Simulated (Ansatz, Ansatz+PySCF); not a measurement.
| atom | x (Å) | y (Å) | z (Å) |
| --- | --- | --- | --- |
| C | 0.2789 | -0.7611 | -0.2584 |
| C | -0.2801 | 0.6136 | -0.4386 |
| C | -0.0040 | 0.2890 | 0.7677 |
| H | 1.3086 | -0.9742 | -0.5508 |
| H | -0.3738 | -1.6319 | -0.3432 |
| H | -0.6484 | 1.3332 | -1.1491 |
| H | 0.0305 | 0.5357 | 1.8148 |

Basis set: def2-SVP (spherical functions). Frozen core: 3 orbitals. Charge 0, multiplicity 3.

Computed with Ansatz (development build ahead of 0.2.0); each method stands on the lowest determinant of its kind that the runs found.

Question: Give the atomization energy at this shape (free ground-state atoms in the same class of orbitals less the molecule, no zero-point energy) of triplet C₃H₄ by UHF-MP2, UHF.

Answer:

| method | atomization energy |
| --- | --- |
| UHF-MP2 | 553.86 kcal/mol |
| UHF | 426.78 kcal/mol |

Caution: another spin multiplicity may lie lower; the shape is not the minimum.
